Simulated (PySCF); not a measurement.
A calculated (r2SCAN, PySCF 2.14, jorge-DZP-DKH, scalar relativity by spin-free X2C-1e) atom or ion has these occupied shells.

| shell | electrons | orbital energy (eV) | rms radius, mean of both spins (bohr) |
| --- | --- | --- | --- |
| 1s α | 1 | -119.97 | 0.486 |
| 1s β | 1 | -119.58 | 0.486 |
| 2s α | 1 | -14.604 | 2.45 |

(1) Name the element and its charge.

Answers

(1) Be⁺ (beryllium, charge +1), in [He] 2s1, 2S determinant.
